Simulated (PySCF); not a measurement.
All of these have the formula C4H10N2OSi. Computed, not measured: TDDFT B3LYP/def2-SVPD, vertical, gas phase, core orbitals frozen in the response (PySCF 2.14.0, density-fitted response routines). Geometries: GFN2-xTB; one conformer of each isolated species. Triplets are in the Tamm–Dancoff approximation.

A. `C=CC(=O)N[Si@@H](C)N`
B. `CO[C@@H]1C=NN([SiH3])C1`
C. `O=C1C[C@H](N[SiH3])CN1`

Lowest singlet levels (six at most, fewer where fewer were computed) with oscillator strengths:

1. 275 nm (f 0.000); 251 nm (f 0.000); 223 nm (f 0.054); 195 nm (f 0.458); 193 nm (f 0.024); 183 nm (f 0.015); T1 3.97 eV
2. 221 nm (f 0.001); 220 nm (f 0.008); 199 nm (f 0.005); 195 nm (f 0.003); 193 nm (f 0.009); 192 nm (f 0.000); T1 5.19 eV
3. 239 nm (f 0.019); 236 nm (f 0.177); 217 nm (f 0.014); 206 nm (f 0.006); 206 nm (f 0.004); 204 nm (f 0.005); T1 3.62 eV

Problem. Match each spectrum to its molecule.

Solution. 1 = A, 2 = C, 3 = B.
- A: S1 at 4.51 eV, HOMO-1→LUMO (83%), HOMO→LUMO (15%); Löwdin shares by element: HOMO nitrogen 62% or more, hydrogen 12% or more, silicon 11% (atoms not listed hold the other 16%); LUMO carbon 67% or more, oxygen 10% (atoms not listed hold the other 23%); HOMO -7.09 and LUMO -1.47 eV.
- B: S1 at 5.19 eV, HOMO→LUMO+1 (88%), HOMO→LUMO (10%); Löwdin shares by element: HOMO nitrogen 53%, carbon 22% or more, silicon 5% (atoms not listed hold the other 20%); LUMO nitrogen 43%, carbon 32% or more (atoms not listed hold the other 25%); HOMO -6.03 and LUMO -0.25 eV.
- C: S1 at 5.60 eV, HOMO→LUMO+1 (49%), HOMO-1→LUMO+1 (20%), HOMO→LUMO (11%); Löwdin shares by element: HOMO nitrogen 35% or more, oxygen 25%, carbon 7% or more, silicon 6% (atoms not listed hold the other 26%); LUMO silicon 29%, hydrogen 23% or more (atoms not listed hold the other 47%); HOMO -6.79 and LUMO -0.20 eV.
